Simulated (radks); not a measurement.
Values are calculated unless marked as measured or tabulated.
Cr4+, 20 electrons, occupied as [Ar] 3d2.

Level of theory: non-relativistic Kohn-Sham, revTPSS, spin-unpolarised, spherical densities, point nucleus; meta-GGA in the generalised Kohn-Sham scheme (a radial shooting solver on a logarithmic mesh with Libxc functionals).

Energy parts (eV):
total: -28305.874
kinetic: 28283.895
electron-nucleus: -66037.374
Hartree: 10712.467
exchange-correlation: -1264.862

Orbitals (lengths in bohr, moments of r in powers of bohr):
\begin{tabular}{lrrr}
orbital & occ. & eigenvalue (eV) & <r^2> \\ \hline
1s & 2 & -5909.953 & 0.005517 \\
2s & 2 & -724.1513 & 0.1031 \\
2p & 6 & -622.7271 & 0.08380 \\
3s & 2 & -132.3805 & 0.8925 \\
3p & 6 & -103.5432 & 0.9867 \\
3d & 2 & -57.8889 & 1.267 \\
\end{tabular}

The highest occupied level is 3d at -57.889 eV. For comparison, the ionisation energy in NIST's Atomic Spectra Database is 69.46 eV (semi-empirical). In exact Kohn-Sham theory the highest level is minus the ionisation energy, but local and semilocal functionals leave it too shallow, through self-interaction and a potential that decays too fast; potentials with the right tail come closer. Virial ratio -V/T = 2.00078.

Beside tabulated values, note that spin-unpolarised runs miss the spin-polarisation part of the exchange energy of open shells.
